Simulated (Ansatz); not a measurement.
Cost and result for the atomization energy of C2H4BClSi (`[SiH3]C1=C(Cl)B1`) (9 atoms, 9 bonds).

```xyz
9

Si   -0.645    1.024    0.927
C     0.077   -0.313   -0.131
C     0.888   -0.547   -1.181
Cl    1.826    0.346   -2.266
B     0.297   -1.724   -0.563
H    -0.231    0.781    2.331
H    -0.182    2.365    0.492
H    -2.124    0.948    0.828
H     0.095   -2.880   -0.435
```

Charge 0, multiplicity 1. The structure was optimised at the PBE0-D4/def2-TZVP level. Program: Ansatz. All runs use 2 threads of an Intel Xeon on a shared host. Times are those of one run each, without the atoms' runs, and a repeat can differ threefold. Electronic energies, without spin–orbit coupling; frozen cores. CCSD(T)/CBS adds CCSD(T) − MP2 in def2-TZVPP to the MP2 limit, and its time is that of the two runs behind it. T1 = 0.012. B3LYP takes the VWN-RPA correlation (the form of Gaussian; ORCA's B3LYP/G).

CCSD(T)/CBS is a level of theory with its own doubt, some kJ/mol a heavy atom from the limit and from the frozen cores, so smaller differences don't rank the functionals.

| level | functions | wall time | atomization (kcal/mol) | difference from CCSD(T)/CBS | per bond |
| --- | --- | --- | --- | --- | --- |
| BLYP-D4/def2-TZVPP | 233 | 7 s | 791.2 | 2.4 | 0.3 |
| CCSD(T)/def2-SVP | 98 | 10 s | 750.2 | -38.6 | -4.3 |
| BHLYP-D4/def2-TZVPP | 233 | 11 s | 773.7 | -15.1 | -1.7 |
| r2SCANh-D4/def2-TZVPP | 233 | 15 s | 797.4 | 8.6 | 1.0 |
| r2SCAN-D4/def2-TZVPP (with forces) | 233 | 16 s | 802.3 | 13.5 | 1.5 |
| B3LYP-D4/def2-TZVPP (with forces) | 233 | 16 s | 793.8 | 5.0 | 0.6 |
| B2PLYP/def2-TZVPP | 233 | 19 s | 785.6 | -3.2 | -0.4 |
| ωB97X-V/def2-TZVPP | 233 | 21 s | 798.0 | 9.2 | 1.0 |
| B97M-V/def2-TZVPP | 233 | 22 s | 803.8 | 15.0 | 1.7 |
| ωB97M-V/def2-TZVPP (with forces) | 233 | 32 s | 798.4 | 9.6 | 1.1 |
| MP2/def2-QZVPP | 431 | 67 s | 801.4 | 12.6 | 1.4 |
| CCSD(T)/def2-TZVPP | 233 | 3.4 min | 768.2 | -20.6 | -2.3 |
| CCSD(T)/CBS(def2) | – | 4.6 min | 788.8 | 0.0 | 0.0 |

From BLYP to BHLYP (50 % exact exchange), in def2-TZVPP and without D4, the atomization energy moves by −12.9 kcal/mol: exact exchange takes away binding that semilocal exchange gives to molecules. In def2-TZVPP, CCSD(T) changes the Hartree–Fock value by +176.8 kcal/mol (the triples alone add +14.2 kcal/mol) and MP2 by +197.8 kcal/mol; breaking electron pairs costs correlation energy, which Hartree–Fock lacks. The D4 term adds +8.4 kcal/mol with B3LYP and +4.4 kcal/mol with PBE0; it sums over pairs of atoms, weighted by their polarisabilities, and B3LYP, whose exchange is more repulsive, gets the larger term.
